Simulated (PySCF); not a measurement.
Isomers of C5H7ClSSi.

All values: PBE0/def2-SVPD (PySCF) at GFN2-xTB geometries, gas phase, one conformer each. Core orbitals are frozen in the response; Δα² is half the sum of the squared differences of the principal polarisabilities.

Question: Rank by HOMO–LUMO gap, highest first.
A. `[Cl:1][C:2]1=[CH:3][CH:4]=[CH:5][CH2:6][SiH2:7][S:8]1` with C2–C3–C4–C5 45°, C4–C5–C6–Si7 -80°, C5–C6–Si7–S8 72°, C6–Si7–S8–C2 -7°
B. `[Cl:1][CH2:2][SiH2:3][c:4]1[cH:5][cH:6][cH:7][s:8]1` with Cl1–C2–Si3–C4 178°, C2–Si3–C4–C5 150°
C. `[CH3:1][SiH2:2][c:3]1[s:4][cH:5][cH:6][c:7]1[Cl:8]` with C1–Si2–C3–S4 115°
D. `[CH3:1][SiH2:2][c:3]1[cH:4][cH:5][c:6]([Cl:7])[s:8]1` with C1–Si2–C3–C4 0°
E. `[SiH3:1][CH2:2][c:3]1[cH:4][cH:5][c:6]([Cl:7])[s:8]1` with Si1–C2–C3–C4 92°
F. `[Cl:1][SiH2:2][S:3][C:4]1=[CH:5][CH:6]=[CH:7][CH2:8]1` with Cl1–Si2–S3–C4 -64°, Si2–S3–C4–C5 -1°

Answer: B (6.19 eV), C (6.02 eV), D (5.80 eV), E (5.65 eV), A (5.26 eV), F (5.08 eV).

Question: Rank by polarisability anisotropy Δα, lowest first.
A. `[CH:1]#[C:2]/[CH:3]=[C:4](/[Cl:5])[SiH2:6][S:7][CH3:8]` with C3–C4–Si6–S7 60°, C4–Si6–S7–C8 40°
B. `[CH3:1][c:2]1[cH:3][cH:4][c:5]([SiH2:6][Cl:7])[s:8]1` with C4–C5–Si6–Cl7 1°
C. `[Cl:1][SiH2:2][S:3][C:4]1=[CH:5][CH:6]=[CH:7][CH2:8]1` with Cl1–Si2–S3–C4 -64°, Si2–S3–C4–C5 -1°
D. `[CH3:1][S:2][C:3]1=[CH:4][CH:5]=[C:6]([Cl:7])[SiH2:8]1` with C1–S2–C3–C4 -178°
E. `[Cl:1][C:2]1=[CH:3][CH:4]=[CH:5][CH2:6][SiH2:7][S:8]1` with C2–C3–C4–C5 45°, C4–C5–C6–Si7 -80°, C5–C6–Si7–S8 72°, C6–Si7–S8–C2 -7°
F. `[CH3:1][SiH2:2][c:3]1[s:4][cH:5][cH:6][c:7]1[Cl:8]` with C1–Si2–C3–S4 115°

Answer: A (6.60 Å³), F (7.07 Å³), E (7.76 Å³), C (8.30 Å³), B (9.49 Å³), D (12.79 Å³).

Question: Rank by dipole moment, lowest first.
A. `[CH3:1][S:2][C:3]1=[CH:4][CH:5]=[CH:6][Si@H:7]1[Cl:8]` with C1–S2–C3–C4 -1°
B. `[CH:1]#[C:2]/[CH:3]=[C:4](\[Cl:5])[SiH2:6][S:7][CH3:8]` with C3–C4–Si6–S7 0°, C4–Si6–S7–C8 178°
C. `[CH3:1][S:2][C:3]1=[CH:4][CH:5]=[C:6]([Cl:7])[SiH2:8]1` with C1–S2–C3–C4 -178°
D. `[CH3:1][SiH2:2][c:3]1[s:4][cH:5][cH:6][c:7]1[Cl:8]` with C1–Si2–C3–S4 115°
E. `[CH3:1][SiH2:2][c:3]1[cH:4][cH:5][c:6]([Cl:7])[s:8]1` with C1–Si2–C3–C4 0°
F. `[Cl:1][C:2]1=[CH:3][CH:4]=[CH:5][CH2:6][SiH2:7][S:8]1` with C2–C3–C4–C5 45°, C4–C5–C6–Si7 -80°, C5–C6–Si7–S8 72°, C6–Si7–S8–C2 -7°

Answer: D (1.00 D), B (1.54 D), C (2.05 D), E (2.20 D), A (2.58 D), F (3.14 D).

All values together:

```tsv
SMILES	μ (D)	HOMO (eV)	LUMO (eV)	α (Å³)	Δα (Å³)
Cl[SiH2]SC1=CC=CC1	0.92	-5.99	-0.90	17.35	8.30
Cc1ccc([SiH2]Cl)s1	2.18	-6.84	-0.90	17.05	9.49
C[SiH2]c1ccc(Cl)s1	2.20	-6.84	-1.04	17.47	10.64
[SiH3]Cc1ccc(Cl)s1	2.16	-6.41	-0.76	17.54	9.58
C#C/C=C(\Cl)[SiH2]SC	1.54	-7.01	-1.64	18.61	11.89
CSC1=CC=C[Si@H]1Cl	2.58	-5.94	-1.84	17.68	8.54
C[SiH2]c1sccc1Cl	1.00	-6.97	-0.95	17.00	7.07
ClC1=CC=CC[SiH2]S1	3.14	-6.45	-1.19	17.54	7.76
ClC[SiH2]c1cccs1	2.72	-7.18	-0.99	17.13	9.52
C#C/C=C(/Cl)[SiH2]SC	1.05	-6.82	-1.84	17.91	6.60
C[SiH2]c1cc(Cl)cs1	1.65	-6.98	-1.03	17.33	9.22
CSC1=CC=C(Cl)[SiH2]1	2.05	-5.77	-1.80	18.50	12.79
```

Conformers: `[Cl:1][SiH2:2][S:3][C:4]1=[CH:5][CH:6]=[CH:7][CH2:8]1` with Cl1–Si2–S3–C4 -64°, Si2–S3–C4–C5 -1°; `[CH3:1][c:2]1[cH:3][cH:4][c:5]([SiH2:6][Cl:7])[s:8]1` with C4–C5–Si6–Cl7 1°; `[CH3:1][SiH2:2][c:3]1[cH:4][cH:5][c:6]([Cl:7])[s:8]1` with C1–Si2–C3–C4 0°; `[SiH3:1][CH2:2][c:3]1[cH:4][cH:5][c:6]([Cl:7])[s:8]1` with Si1–C2–C3–C4 92°; `[CH:1]#[C:2]/[CH:3]=[C:4](\[Cl:5])[SiH2:6][S:7][CH3:8]` with C3–C4–Si6–S7 0°, C4–Si6–S7–C8 178°; `[CH3:1][S:2][C:3]1=[CH:4][CH:5]=[CH:6][Si@H:7]1[Cl:8]` with C1–S2–C3–C4 -1°; `[CH3:1][SiH2:2][c:3]1[s:4][cH:5][cH:6][c:7]1[Cl:8]` with C1–Si2–C3–S4 115°; `[Cl:1][C:2]1=[CH:3][CH:4]=[CH:5][CH2:6][SiH2:7][S:8]1` with C2–C3–C4–C5 45°, C4–C5–C6–Si7 -80°, C5–C6–Si7–S8 72°, C6–Si7–S8–C2 -7°; `[Cl:1][CH2:2][SiH2:3][c:4]1[cH:5][cH:6][cH:7][s:8]1` with Cl1–C2–Si3–C4 178°, C2–Si3–C4–C5 150°; `[CH:1]#[C:2]/[CH:3]=[C:4](/[Cl:5])[SiH2:6][S:7][CH3:8]` with C3–C4–Si6–S7 60°, C4–Si6–S7–C8 40°; `[CH3:1][SiH2:2][c:3]1[cH:4][c:5]([Cl:6])[cH:7][s:8]1` with C1–Si2–C3–C4 129°; `[CH3:1][S:2][C:3]1=[CH:4][CH:5]=[C:6]([Cl:7])[SiH2:8]1` with C1–S2–C3–C4 -178°.
